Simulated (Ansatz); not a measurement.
Cost and result for the atomization energy of `[CH3][Zn][NH][AlH2]` (10 atoms, 9 bonds).

Cartesian coordinates in Å:
```
C 1.772 1.058 -1.290
Zn 0.437 -0.089 -0.505
N -0.842 -1.151 0.265
Al -1.891 -0.694 1.612
H 1.680 2.073 -0.896
H 1.657 1.104 -2.375
H 2.778 0.696 -1.067
H -0.938 -2.076 -0.135
H -2.972 -1.695 2.202
H -1.681 0.773 2.189
```

Charge 0, multiplicity 1. For Zn the d shell is correlated and the shells below it are frozen. Scalar relativity is left out up to krypton. The structure was optimised at the PBE0-D4/def2-TZVP level. It is one conformer, not always the lowest. Program: Ansatz. All runs use 4 threads of an Arm Neoverse V2 on a shared host. Times are those of one run each, without the atoms' runs, and a repeat can differ threefold. Electronic energies, without spin–orbit coupling; frozen cores. CCSD(T)/CBS adds CCSD(T) − MP2 in def2-TZVPP to the MP2 limit, and its time is that of the two runs behind it. T1 = 0.014. With those shells the extrapolation isn't a true limit. B3LYP takes the VWN-RPA correlation (the form of Gaussian; ORCA's B3LYP/G).

CCSD(T)/CBS is a level of theory with its own doubt, some kJ/mol a heavy atom from the limit and from the frozen cores, so smaller differences don't rank the functionals.

| level | functions | wall time | atomization (kcal/mol) | difference from CCSD(T)/CBS | per bond |
| --- | --- | --- | --- | --- | --- |
| LDA (SPW92)/def2-TZVPP | 252 | 1.7 s | 816.7 | 91.5 | 10.2 |
| revPBE-D4/def2-TZVPP | 252 | 2.5 s | 711.1 | -14.1 | -1.6 |
| BLYP-D4/def2-TZVPP | 252 | 2.7 s | 717.2 | -8.0 | -0.9 |
| PBE-D4/def2-TZVPP (with forces) | 252 | 3 s | 727.7 | 2.5 | 0.3 |
| PBE0-D4/def2-TZVPP | 252 | 4 s | 718.7 | -6.5 | -0.7 |
| CAM-B3LYP-D4/def2-TZVPP | 252 | 4.1 s | 728.0 | 2.8 | 0.3 |
| CCSD(T)/def2-SVP | 107 | 4.9 s | 680.0 | -45.2 | -5.0 |
| B3LYP-D4/def2-TZVPP (with forces) | 252 | 6 s | 721.1 | -4.1 | -0.5 |
| PBE-QIDH/def2-TZVPP | 252 | 6.5 s | 718.0 | -7.2 | -0.8 |
| ωB97M-V/def2-TZVPP (with forces) | 252 | 14 s | 726.0 | 0.8 | 0.1 |
| MP2/def2-QZVPP | 464 | 20 s | 726.8 | 1.6 | 0.2 |
| CCSD(T)/def2-TZVPP | 252 | 2.5 min | 705.6 | -19.6 | -2.2 |
| CCSD(T)/CBS(def2) | – | 2.9 min | 725.2 | 0.0 | 0.0 |

From r2SCAN to r2SCAN0 (25 % exact exchange), in def2-TZVPP and without D4, the atomization energy moves by −10.5 kcal/mol: exact exchange takes away binding that semilocal exchange gives to molecules. In def2-TZVPP, CCSD(T) changes the Hartree–Fock value by +186.1 kcal/mol (the triples alone add +9.9 kcal/mol) and MP2 by +195.3 kcal/mol; breaking electron pairs costs correlation energy, which Hartree–Fock lacks. The D4 term adds +6.4 kcal/mol with B3LYP and +3.4 kcal/mol with PBE0; it sums over pairs of atoms, weighted by their polarisabilities, and B3LYP, whose exchange is more repulsive, gets the larger term.
